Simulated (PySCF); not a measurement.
## Do core-level shifts follow atomic charges?

Compound: C₅H₇O₂P.
Geometry (PBE0-D3(BJ)/def2-SVP, Å), atoms numbered from 1 in this order:
```
atom  x, y, z in Å
C1    -3.0304   -1.1338   -0.3037
O2    -2.9619    0.2182    0.0935
C3    -1.7667    0.7601    0.2932
C4    -1.4742    2.0421    0.6437
P5     0.2864    2.2437    0.7876
C6     0.4697    0.5969    0.3649
C7     1.6772   -0.2472    0.2032
O8    -0.7086   -0.0484    0.1352
H9    -2.5081   -1.3004   -1.2595
H10   -4.0956   -1.3632   -0.4238
H11   -2.5936   -1.8005    0.4568
H12   -2.2381    2.8005    0.8023
H13    1.7531   -0.6493   -0.8212
H14    2.5789    0.3450    0.4074
H15    1.6637   -1.1054    0.8961
```

Binding energies: delta-SCF UKS SCAN, pcX-2 on the ionised atom, pcseg-1 elsewhere, spin-free X2C in PySCF. Charges: PBE0/pcSseg-1 ground-state density, for the ionised atom.

```
atom                     environment  C 1s (eV)  Mulliken (e)  IAO (e)  Hirshfeld (e)  ESP (e)
  C4              aromatic CH carbon     289.65        -0.471   -0.489         -0.182   -0.315
  C7            benzylic-type carbon     291.04        -0.186   -0.420         -0.124   -0.713
  C6     substituted aromatic carbon     291.21        -0.249   -0.070          0.000   +0.204
  C1                  methoxy carbon     292.75        -0.037   -0.205         -0.032   -0.015
  C3  aromatic carbon bearing oxygen     293.23        +0.518   +0.375         +0.135   +0.257
```

**Question.** How well does each charge scheme correlate with the binding energies over these sites?

**Answer.** Mulliken: r = 0.90, slope 3.5 eV per e; Hirshfeld: r = 0.86, slope 10.1 eV per e; IAO: r = 0.80, slope 3.3 eV per e; ESP: r = 0.57, slope 2.0 eV per e. Mulliken charges have the highest r, on only 5 points.

**Question.** The point-charge model writes a binding energy as kq + V + constant, with V the potential of the other atoms' charges at the site. What does it give with the Hirshfeld charges?

**Answer.** V = Σ 14.40 eV Å × q/r over all other atoms: +1.67 eV at C4, +1.71 eV at C7, -0.68 eV at C6, +0.92 eV at C1, -2.67 eV at C3. Fitting binding energy − V to q gives k = 24.7 eV per e and leaves an rms residual of 0.26 eV, against 0.65 eV for the fit on q alone. The model has no term for differences in relaxation between sites.

The structure is a single PBE0-D3(BJ)/def2-SVP conformer in the gas phase; no vibrational or solvent corrections.
